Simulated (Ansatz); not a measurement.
Mulliken charges of `[BH2][GaH][CH3]` from PBE/def2-TZVPP in Ansatz (PBE0-D4/def2-TZVP geometry).

```csv
atom,x (Å),y (Å),z (Å),charge (e)
B1,-1.124,0.868,-1.440,-0.010
Ga2,0.142,0.646,0.181,0.072
C3,0.723,-1.086,0.935,-0.376
H4,-2.315,0.948,-1.319,0.039
H5,-0.718,0.934,-2.567,0.039
H6,0.725,1.925,0.912,-0.057
H7,0.266,-1.948,0.450,0.100
H8,1.810,-1.169,0.845,0.096
H9,0.491,-1.117,2.003,0.098
```

**Question.** By hand: the dipole of these point charges (1 e Å = 4.8032 D).

**Answer.** Σ q r = (-0.162, -0.007, -0.205) e Å, of length 0.261 e Å = 1.25 D.

**Question.** How does the dipole of the full density compare? (Best estimate.)

**Answer.** The calculation gave: (0.006, -0.137, 0.008) e Å, 0.66 D; the point charges give 1.89 times that, at 93° from its direction.

Point charges leave out the atoms' own dipoles, such as those of lone pairs, and Mulliken's split depends on the basis, so the two needn't agree.
